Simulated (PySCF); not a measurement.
H6MgOSi2. Atoms are numbered in the order given.

```xyz
10

Mg     0.0000     0.0000     0.5496
Si     0.0000     0.0000     3.0869
H     -0.8236    -1.1151     3.6561
H     -0.5539     1.2708     3.6561
H      1.3775    -0.1557     3.6561
O      0.0000     0.0000    -1.2524
Si     0.0000     0.0000    -2.8894
H     -1.1777     0.7464    -3.4365
H     -0.0575    -1.3932    -3.4365
H      1.2353     0.6468    -3.4365
```
Charge 0, spin multiplicity 1.

The structure is a stationary point at ωB97X-D3(BJ)/def2-SVP. The structure was generated by enumeration; whether it is a known compound was not checked. The values are those of a single conformer.

Method: PBE/def2-TZVP (PySCF).

ESP charges are fitted to the potential on shells at 1.4 to 2.0 van der Waals radii. Atomic charges (e):

```json
[
 {"atom": "Mg1", "Mulliken": "0.70", "ESP fit": "0.78", "Löwdin": "0.36", "meta-Löwdin": "1.27"},
 {"atom": "Si2", "Mulliken": "-0.16", "ESP fit": "-0.37", "Löwdin": "-0.01", "meta-Löwdin": "-0.31"},
 {"atom": "H3", "Mulliken": "[?]", "ESP fit": "0.03", "Löwdin": "-0.01", "meta-Löwdin": "-0.05"},
 {"atom": "H4", "Mulliken": "[?]", "ESP fit": "0.03", "Löwdin": "-0.01", "meta-Löwdin": "-0.05"},
 {"atom": "H5", "Mulliken": "[?]", "ESP fit": "0.03", "Löwdin": "-0.01", "meta-Löwdin": "-0.05"},
 {"atom": "O6", "Mulliken": "[?]", "ESP fit": "-0.50", "Löwdin": "-0.23", "meta-Löwdin": "-1.13"},
 {"atom": "Si7", "Mulliken": "[?]", "ESP fit": "0.22", "Löwdin": "0.07", "meta-Löwdin": "0.69"},
 {"atom": "H8", "Mulliken": "-0.06", "ESP fit": "-0.07", "Löwdin": "-0.05", "meta-Löwdin": "-0.12"},
 {"atom": "H9", "Mulliken": "-0.06", "ESP fit": "-0.07", "Löwdin": "-0.05", "meta-Löwdin": "-0.12"},
 {"atom": "H10", "Mulliken": "-0.06", "ESP fit": "-0.07", "Löwdin": "-0.05", "meta-Löwdin": "-0.12"}
]
```

Problem. Complete the blanks. (Estimate from the structure and the level; the computed values follow.)

Solution. 
- H3, Mulliken: -0.01
- H4, Mulliken: -0.01
- H5, Mulliken: -0.01
- O6, Mulliken: -0.55
- Si7, Mulliken: 0.22
